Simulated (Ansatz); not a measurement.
Gas-phase electronic energies from Ansatz, PBE0-D4/def2-TZVP geometries. CCSD(T)/CBS adds triple-zeta CCSD(T) − MP2 to the extrapolated MP2 energy (def2 sets, frozen cores). For Ge outer-core shells are correlated without core-valence functions, which leaves a few kJ/mol of doubt a bond. Scalar relativity is left out up to krypton. Each species was taken in one conformer, which may not be the lowest.

Reaction (ligand exchange at the Si–O bond): `C[SiH2][O][GeH3]` + `NB(O)F` → `C[SiH2]OB(N)F` + `[OH][GeH3]`

```
             level  ΔE (kJ/mol)
SCS-MP2/def2-QZVPP          4.5
      HF/CBS(def2)          4.3
```

Problem. What does CCSD(T)/CBS give? (An estimate is asked.)

Solution. Ansatz gave: +4.2 kJ/mol. The listed levels differ from it by 0.3, 0.1 kJ/mol.

Largest T1 diagnostic among the species: 0.011.
